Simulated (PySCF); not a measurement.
## Polarisability and C₆ of Os⁺ (osmium, charge +1)

[Xe] 4f14 5d6 6s1, high-spin 6D determinant. Computed with PySCF 2.14 in def2-QZVPPD with the def2 core potential (60 electrons) (7s5p4d4f2g, 88 functions), with a scalar-relativistic core potential. Coupled (time-dependent) response in atomic units; α is the mean over directions.

```tsv
method	mean α (bohr³)	α xx, yy, zz	C₆ (like pair)	S(−4)
UHF	33.33	33.20, 33.20, 33.59	275.6	513.7
PBE	27.05	27.47, 27.47, 26.20	225.5	264.5
PBE0	27.90	28.22, 28.22, 27.26	231.6	295.1
```

S(−4) is the Cauchy moment in α(ω) = α(0) + S(−4) ω² + …

Spin-orbit coupling is absent.

α(iu) at PBE:

```csv
u (hartree),α(iu) (bohr³)
0,27.05
0.0500,26.41
0.100,24.72
0.200,20.15
0.300,16.06
0.500,10.82
0.750,7.404
1.00,5.474
1.50,3.395
2.00,2.320
3.00,1.272
5.00,0.5404
```

A single London oscillator, α(iu) = α/(1 + u²/ω²), gives C₆ = (3/4) ω α². Matching the computed C₆ needs ω = 4 × 225.5 / (3 × 27.05²) = 0.411 hartree.

For an ion, C₆ is the dispersion term alone; charge-induced terms of lower order in 1/R come first.

The components differ because the open shell of this determinant is not spherical; for a pure term their mean is the scalar polarisability.

Energies and moments cover only the electrons outside the core potential. Spin-orbit coupling, absent here, splits the open shell strongly.
